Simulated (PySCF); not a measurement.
CH4ClInO2, SMILES C[O][In]([OH])[Cl].

Geometry optimised at B3LYP-D3(BJ)/def2-SVP. The def2 effective core potentials stand for the cores of In; spin–orbit coupling is left out. One conformer was computed; it need not be the lowest.

All values below come from PySCF with PBE/def2-TZVP.

Computed frontier levels, gap, dipole moment and polarisability:
The highest occupied level comes out as -6.50 eV, the lowest empty level is -3.34 eV and the orbital gap is 3.15 eV. The dipole moment is 1.47 D. The quadrupole, principal values (traceless, Buckingham form, about the centre of nuclear charge) comes out as -9.44, 4.46, 4.98 D·Å. The mean static polarisability comes out as 71.7 bohr³ (10.62 Å³) and the polarisability, principal values is 49.1, 70.9, 95.1 bohr³.
